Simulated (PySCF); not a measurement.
PySCF 2.14 output of an unrestricted PBE0 calculation on a single atom or ion in def2-TZVPPD with the def2 core potential (46 electrons) (6s4p3d1f, 40 functions), with scalar relativity through the core potential:

```
SCF conv_tol = 1e-09
number electrons alpha = 5  beta = 4
    C. Adamo and V. Barone.,  J. Chem. Phys. 110, 6158 (1999)
    M. Ernzerhof and G. E. Scuseria.,  J. Chem. Phys. 110, 5029 (1999)
cycle= 1 E= -25.2375483688487  delta_E= -0.0022  |g|= 0.01  |ddm|= 0.246
cycle= 2 E= -25.2376087174592  delta_E= -6.03e-05  |g|= 0.00162  |ddm|= 0.0192
cycle= 3 E= -25.2376112832345  delta_E= -2.57e-06  |g|= 0.000391  |ddm|= 0.00331
cycle= 4 E= -25.2376114799235  delta_E= -1.97e-07  |g|= 1.13e-05  |ddm|= 0.000798
cycle= 5 E= -25.237611480073  delta_E= -1.5e-10  |g|= 1.27e-06  |ddm|= 3.4e-05
converged SCF energy = -25.237611480073  <S^2> = 0.75122555  2S+1 = 2.0012252
```

The run itself started from symmetry-adapted Hartree-Fock orbitals and held the occupation by maximum overlap, on a logarithmic radial grid, so the iterations belong to that start.

Which element, charge and spin multiplicity is this?

Ba⁺ (barium, charge +1), multiplicity 2; the state was [Xe] 5d1, 2D determinant (an excited configuration).

Energies and moments cover only the electrons outside the core potential. Spin-orbit coupling, absent here, splits the open shell strongly.
